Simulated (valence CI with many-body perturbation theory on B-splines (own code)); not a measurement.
Forbidden lines of Pr45+

Calculated by valence CI with perturbative core correlation (CI+MBPT): four valence electrons over a frozen Dirac-Fock core [Ne], radial functions for each j: 11 s, 11 p, 9 d, 7 f, 5 g, 2 h, 1 i, with the one-electron correlation potential Σ1 (screened to all orders), the two-electron term Σ2, the three-electron term Σ3, Breit, model QED; selected single and double excitations, second order for the rest (own B-spline code, finite nucleus).

No measured spectrum was set against this ion. As an estimate, large intervals hold to a few tenths of a per cent, small ones and those within an open d or f shell to about a per cent.

Lines 1 to 9 of 9 in falling wavelength, among levels below 4915.1 × 10³ cm⁻¹, chosen from the decays that carry over 1 % of a level's rate. Wavelengths and rates use the calculated energies. Electric multipoles are in the length gauge, E1 and E2 with the static RPA response of the core. S is in atomic units (e²a₀⁴ for E2 and M2, e²a₀⁶ for E3), for M1 in squared Bohr magnetons. Weak lines are less certain than strong ones. Lines between different terms over intervals too small for the method are left out, as are lines whose strength nearly cancels.

Levels are named by their leading jj configuration (3d3/2^4 stands for four electrons in 3d with j = 3/2), which in mixed levels can hold well under half, so a name can repeat and another be missing.

```
λ vac (nm)                   Upper                   Lower  Type   A (s⁻¹)  S (a.u.)
     173.0  (3s^2 3p1/2 3p3/2) J=2  (3s^2 3p1/2 3p3/2) J=1    M1  9.94e+02  9.54e-01
     16.71  (3s^2 3p3/2 3d5/2) J=4  (3s 3p1/2 3p3/2^2) J=3    M1  5.02e+05  7.81e-01
     11.03  (3s^2 3p3/2 3d5/2) J=4  (3s^2 3p1/2 3d5/2) J=3    M1  7.71e+06  3.45e+00
     10.81  (3s^2 3p1/2 3p3/2) J=1      (3s^2 3p1/2^2) J=0    M1  1.01e+07  1.42e+00
     10.34      (3s^2 3p3/2^2) J=2  (3s^2 3p1/2 3p3/2) J=2    M1  8.50e+06  1.74e+00
     10.18  (3s^2 3p1/2 3p3/2) J=2      (3s^2 3p1/2^2) J=0    E2  6.21e+04  3.03e-03
     9.760      (3s^2 3p3/2^2) J=2  (3s^2 3p1/2 3p3/2) J=1    M1  8.93e+06  1.54e+00
     9.159      (3s^2 3p3/2^2) J=0  (3s^2 3p1/2 3p3/2) J=2    E2  2.79e+05  1.61e-03
     8.698      (3s^2 3p3/2^2) J=0  (3s^2 3p1/2 3p3/2) J=1    M1  2.31e+07  5.64e-01
```
